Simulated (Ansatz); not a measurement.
Program: Ansatz 0.2.0.

A structure relaxed at PBE0-D4/def2-TZVP, charge 0, multiplicity 1:

```xyz
9

O     0.744    0.624    1.648
Si   -0.539    0.362    0.673
F    -1.619   -0.570    1.403
Si    0.276   -0.764   -1.212
Cl    1.377    0.596   -2.305
H     0.676    1.272    2.351
H    -1.244    1.633    0.364
H     1.159   -1.900   -0.848
H    -0.829   -1.254   -2.074
```

Q: Give its formula and SMILES.

A: ClFH4OSi2, `O[SiH](F)[SiH2]Cl`.

Q: Summarise the bond lengths by kind.

A: 1 × O–Si 1.632 Å; 1 × H–O 0.959 Å; 1 × F–Si 1.602 Å; 1 × Si–Si 2.343 Å; 3 × H–Si 1.483 to 1.486 Å; 1 × Cl–Si 2.063 Å.
